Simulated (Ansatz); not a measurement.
The inner images of a band of ClF3H4NOTa (11 atoms, charge 0, multiplicity 1) are given out of order.

Method: RKS PBE-D4/def2-SVP in Ansatz 0.2.0.

Initial state:

```xyz
11
Properties=species:S:1:pos:R:3
Ta -0.045 0.053 0.310
Cl 2.273 0.610 0.486
F -0.334 0.472 2.142
F 0.158 -0.320 -1.553
N -0.898 1.751 -0.178
H -1.252 2.435 0.500
H -1.035 2.077 -1.141
F -1.438 -1.257 0.390
O 0.992 -1.974 0.806
H 0.577 -2.810 0.517
H 1.955 -2.012 0.639
```

Final state:

```xyz
11
Properties=species:S:1:pos:R:3
Ta -0.804 -0.475 0.347
Cl 3.087 0.446 1.150
F -0.546 0.077 2.142
F -0.966 -0.932 -1.500
N -0.573 1.388 -0.228
H -0.329 2.151 0.413
H -0.533 1.686 -1.208
F -2.562 -1.094 0.682
O 0.797 -1.580 0.442
H 1.148 -2.095 -0.308
H 2.235 -0.547 0.987
```

**Question.** Put them in order from the first end to the last, with their energies above the first end.
A.
```xyz
11
Properties=species:S:1:pos:R:3
Ta -0.320 -0.141 0.341
Cl 2.086 0.596 0.547
F -0.510 0.164 2.201
F -0.027 -0.713 -1.457
N -0.804 1.662 -0.206
H -0.886 2.427 0.472
H -0.578 2.018 -1.141
F -1.932 -1.155 0.367
O 0.994 -1.921 0.838
H 1.108 -2.579 0.125
H 1.823 -1.331 0.833
```
B.
```xyz
11
Properties=species:S:1:pos:R:3
Ta -0.538 -0.386 0.348
Cl 2.486 0.519 0.625
F -0.483 0.167 2.159
F -0.162 -0.685 -1.499
N -0.740 1.517 -0.169
H -0.784 2.278 0.518
H -0.474 1.884 -1.089
F -2.250 -1.150 0.360
O 0.807 -1.819 0.738
H 1.020 -2.542 0.120
H 2.072 -0.757 0.809
```
C.
```xyz
11
Properties=species:S:1:pos:R:3
Ta -0.216 -0.043 0.340
Cl 2.133 0.584 0.515
F -0.414 0.261 2.202
F 0.060 -0.635 -1.456
N -0.840 1.726 -0.210
H -1.023 2.494 0.445
H -0.779 2.074 -1.174
F -1.747 -1.174 0.408
O 0.953 -2.000 0.850
H 0.971 -2.669 0.138
H 1.856 -1.592 0.863
```
D.
```xyz
11
Properties=species:S:1:pos:R:3
Ta -0.693 -0.450 0.348
Cl 2.816 0.529 0.659
F -0.580 0.104 2.156
F -0.413 -0.776 -1.512
N -0.673 1.462 -0.144
H -0.633 2.216 0.551
H -0.426 1.809 -1.076
F -2.441 -1.142 0.402
O 0.770 -1.725 0.681
H 1.060 -2.387 0.024
H 2.167 -0.614 0.831
```
E.
```xyz
11
Properties=species:S:1:pos:R:3
Ta -0.425 -0.280 0.340
Cl 2.243 0.540 0.620
F -0.531 0.140 2.180
F -0.091 -0.691 -1.493
N -0.775 1.569 -0.179
H -0.828 2.321 0.517
H -0.491 1.937 -1.093
F -2.103 -1.156 0.329
O 0.977 -1.813 0.779
H 1.113 -2.526 0.124
H 1.865 -1.014 0.793
```
F.
```xyz
11
Properties=species:S:1:pos:R:3
Ta -0.794 -0.479 0.348
Cl 3.053 0.503 0.814
F -0.674 0.051 2.165
F -0.732 -0.873 -1.519
N -0.584 1.410 -0.151
H -0.442 2.160 0.534
H -0.413 1.733 -1.109
F -2.566 -1.120 0.497
O 0.774 -1.618 0.577
H 1.110 -2.220 -0.114
H 2.224 -0.520 0.877
```
G.
```xyz
11
Properties=species:S:1:pos:R:3
Ta -0.118 0.016 0.338
Cl 2.220 0.571 0.502
F -0.350 0.407 2.182
F 0.114 -0.476 -1.495
N -0.871 1.745 -0.195
H -1.155 2.479 0.463
H -0.953 2.068 -1.165
F -1.578 -1.207 0.428
O 0.955 -2.005 0.836
H 0.776 -2.775 0.262
H 1.914 -1.797 0.764
```

**Answer.** G (+0.02 eV), C (+0.09 eV), A (+0.27 eV), E (+0.76 eV), B (+0.92 eV), D (+0.87 eV), F (+0.81 eV).

Run time: 5.1 min on 4 threads of Arm Neoverse V1, on a shared host, peak memory 0.22 GiB.
